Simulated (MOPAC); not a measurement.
Input for MOPAC: PM3 on H3NSSi (SMILES N[Si]S), a point of a torsion scan.

```
PM3 1SCF PRECISE CHARGE=0 THREADS=1
H3NSSi

N     -1.30777660 1     0.14448061 1     0.29763798 1
Si    -0.65486529 1    -1.34312945 1     0.88492293 1
S      0.95545008 1    -1.74861669 1    -0.58771291 1
H     -0.91366371 1     1.00672698 1     0.64609474 1
H     -1.41292266 1     0.23518620 1    -0.70792733 1
H      1.29779021 1    -2.91749699 1    -0.06877022 1
```

It printed:

```
*******************************************************************************
 **                                                                           **
 **                              MOPAC v23.2.5                                **
 **                                                                           **
 *******************************************************************************
 ** MOPAC's Digital Object Identifier: https://doi.org/10.5281/zenodo.6511958 **
 **                                                                           **
 ** Please cite the open-source release paper for use of this MOPAC version:  **
 ** J. E. Moussa and J. J. P. Stewart (2026)                                  **
 ** MOPAC: An open-source semiempirical molecular orbital program             **
 ** J. Open Source Softw., 11(119), 8025, https://doi.org/10.21105/joss.08025 **
 *******************************************************************************

                              PM3 CALCULATION RESULTS

 *******************************************************************************
 *  PM3        - The PM3 Hamiltonian to be used
 *
 *
 *
 *                 CHARGE ON SYSTEM = 0
 *
 *
 *
 *  PRECISE    - TIGHTER CRITERIA TO BE USED
 *  1SCF       - DO 1 SCF AND THEN STOP
 *  THREADS=1  - MULTI-THREADING NOT USED
 *  T=         - A TIME OF 172800.0 SECONDS REQUESTED
 *  DUMP=N     - RESTART FILE WRITTEN EVERY 7200.0 SECONDS REQUESTED
 *******************************************************************************
PM3 1SCF PRECISE CHARGE=0 THREADS=1
 H3NSSi

   ATOM   CHEMICAL          X               Y               Z
  NUMBER   SYMBOL      (ANGSTROMS)     (ANGSTROMS)     (ANGSTROMS)

     1       N         -1.30777660  *   0.14448061  *   0.29763798  *
     2      Si         -0.65486529  *  -1.34312945  *   0.88492293  *
     3       S          0.95545008  *  -1.74861669  *  -0.58771291  *
     4       H         -0.91366371  *   1.00672698  *   0.64609474  *
     5       H         -1.41292266  *   0.23518620  *  -0.70792733  *
     6       H          1.29779021  *  -2.91749699  *  -0.06877022  *



          CARTESIAN COORDINATES

    NO.       ATOM           X           Y           Z

     1         N         -1.3078      0.1445      0.2976
     2        Si         -0.6549     -1.3431      0.8849
     3         S          0.9555     -1.7486     -0.5877
     4         H         -0.9137      1.0067      0.6461
     5         H         -1.4129      0.2352     -0.7079
     6         H          1.2978     -2.9175     -0.0688

  H: (PM3): J. J. P. STEWART, J. COMP. CHEM. 10, 209 (1989).
  N: (PM3): J. J. P. STEWART, J. COMP. CHEM. 10, 209 (1989).
 Si: (PM3): J. J. P. STEWART, J. COMP. CHEM. 10, 209 (1989).
  S: (PM3): J. J. P. STEWART, J. COMP. CHEM. 10, 209 (1989).

           Empirical Formula: H3 N Si S  =     6 atoms



      MOLECULAR POINT GROUP   :   C1


      RHF CALCULATION, NO. OF DOUBLY OCCUPIED LEVELS = 9


 -------------------------------------------------------------------------------
 PM3 1SCF PRECISE CHARGE=0 THREADS=1
 H3NSSi



     1SCF WAS SPECIFIED, SO BFGS WAS NOT USED
     SCF FIELD WAS ACHIEVED


                              PM3 CALCULATION
                                                       MOPAC v23.2.5 Linux




          FINAL HEAT OF FORMATION =          6.51008 KCAL/MOL =      27.23818 KJ/MOL


          COSMO AREA              =        111.13 SQUARE ANGSTROMS
          COSMO VOLUME            =        101.40 CUBIC ANGSTROMS

          IONIZATION POTENTIAL    =          8.277219 EV
          HOMO LUMO ENERGIES (EV) =         -8.277 -1.920
          NO. OF FILLED LEVELS    =          9
          MOLECULAR WEIGHT        =         77.1759         POINT GROUP:  C1

          MOLECULAR DIMENSIONS (Angstroms)

            Atom       Atom       Distance
            H     6    H     4     4.56082
           Si     2    H     5     1.85056
            S     3   Si     2     1.12264


          SCF CALCULATIONS        =          1





   ATOM   CHEMICAL          X               Y               Z
  NUMBER   SYMBOL      (ANGSTROMS)     (ANGSTROMS)     (ANGSTROMS)

     1       N         -1.30777660  *   0.14448061  *   0.29763798  *
     2      Si         -0.65486529  *  -1.34312945  *   0.88492293  *
     3       S          0.95545008  *  -1.74861669  *  -0.58771291  *
     4       H         -0.91366371  *   1.00672698  *   0.64609474  *
     5       H         -1.41292266  *   0.23518620  *  -0.70792733  *
     6       H          1.29779021  *  -2.91749699  *  -0.06877022  *

                             CARTESIAN COORDINATES

   1    N       -1.307776600     0.144480610     0.297637980
   2   Si       -0.654865290    -1.343129450     0.884922930
   3    S        0.955450080    -1.748616690    -0.587712910
   4    H       -0.913663710     1.006726980     0.646094740
   5    H       -1.412922660     0.235186200    -0.707927330
   6    H        1.297790210    -2.917496990    -0.068770220


           Empirical Formula: H3 N Si S  =     6 atoms



      MOLECULAR POINT GROUP   :   C1


                  EIGENVALUES
 -28.70545 -26.36265 -15.94362 -15.14433 -13.76420 -12.17155 -10.15673  -9.68911
  -8.27722  -1.91989  -0.82790   0.48689   1.39033   3.91785   4.75976


              NET ATOMIC CHARGES AND DIPOLE CONTRIBUTIONS

  ATOM NO.   TYPE          CHARGE      No. of ELECS.   s-Pop       p-Pop
    1          N          -0.214893        5.2149     1.41870     3.79619
    2         Si           0.339179        3.6608     1.79882     1.86200
    3          S          -0.279201        6.2792     1.90455     4.37465
    4          H           0.065671        0.9343     0.93433
    5          H           0.048202        0.9518     0.95180
    6          H           0.041041        0.9590     0.95896
 DIPOLE           X         Y         Z       TOTAL
 POINT-CHG.    -1.358    -0.195     1.949     2.383
 HYBRID         0.705     1.307    -1.917     2.425
 SUM           -0.653     1.111     0.032     1.289


          ATOMIC ORBITAL ELECTRON POPULATIONS

     Atom    s        px        py        pz
    1  N   1.41870   1.60428   1.09867   1.09324
    2 Si   1.79882   0.51315   0.69661   0.65225
    3  S   1.90455   1.55033   1.23502   1.58930
    4  H   0.93433
    5  H   0.95180
    6  H   0.95896

 **********************
 *                    *
 * JOB ENDED NORMALLY *
 *                    *
 **********************




 == MOPAC DONE ==
```

The run finished.

Cost: around 0.03 core-seconds (rough).
